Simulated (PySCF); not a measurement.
**Excitation energy of Mo by level of theory**

Mo [Kr] 4d5 5s1 (7S) → Mo [Kr] 4d4 5s2 (5D), as a difference of total energies. Calculation: PySCF 2.14, in x2c-TZVPPall (8s6p6d2f1g, 79 functions); scalar relativity by spin-free X2C-1e. Correlated levels: valence: [Kr] frozen. The calculations carry no spin-orbit coupling.

```
           method  excitation energy (eV)
              UHF                   2.197
    MP2 (valence)                   1.862
SCS-MP2 (valence)                   1.131
   CCSD (valence)                   1.691
CCSD(T) (valence)                   1.603
```

Question: How much does correlation contribute at CCSD(T) (valence)?

Answer: 1.603 − (2.197) = -0.594 eV, measured against UHF.

The coupled-cluster amplitudes are large for the upper state (T1 above 0.03 or a double amplitude above 0.15), so a single reference is strained.
